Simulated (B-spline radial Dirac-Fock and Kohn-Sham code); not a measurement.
## Scattering functions of Gd³³⁺

System: Gd³³⁺ in the configuration [Ar] 3d10 4s2 4p1.

Level of theory: Dirac-Fock orbitals of the configuration average with a finite nucleus; a radial atomic solver. f₀ is the Fourier transform of the spherical electron density, S the Waller-Hartree incoherent function, and s = sin θ/λ. The electron scattering factor follows from the Mott-Bethe formula f_e = 0.023934 Å⁻¹·(Z − f₀)/s².

```
s (Å⁻¹)      f₀       S  f_e (Å)
      0  31.000   0.000        –
   0.05  30.964   0.041  316.274
    0.1  30.856   0.161   79.326
   0.15  30.679   0.358   35.445
    0.2  30.433   0.625   20.085
   0.25  30.124   0.955   12.973
    0.3  29.754   1.339    9.107
   0.35  29.329   1.768    6.774
    0.4  28.853   2.231    5.258
   0.45  28.334   2.720    4.216
    0.5  27.775   3.225    3.468
    0.6  26.568   4.256    2.489
    0.7  25.276   5.282    1.891
    0.8  23.944   6.278    1.498
    0.9  22.605   7.237    1.223
      1  21.288   8.163    1.022
    1.1  20.012   9.058    0.870
    1.2  18.789   9.928    0.751
    1.4  16.525  11.593    0.580
    1.6  14.511  13.141    0.463
    1.8  12.737  14.560    0.379
      2  11.191  15.854    0.316
    2.5   8.265  18.623    0.213
      3   6.495  20.841    0.153
    3.5   5.492  22.596    0.114
      4   4.863  23.986    0.088
      5   3.903  26.012    0.058
      6   3.042  27.363    0.041
```

f₀ starts at the number of electrons, 31, and has fallen to half at s ≈ 1.50 Å⁻¹. The sum of ⟨r²⟩ over the electrons is 1.959 bohr². For an ion f_e diverges as s goes to zero, because of the net charge.

Values without a named source are computed, but for edge energies of neutral atoms, which are taken from tables.
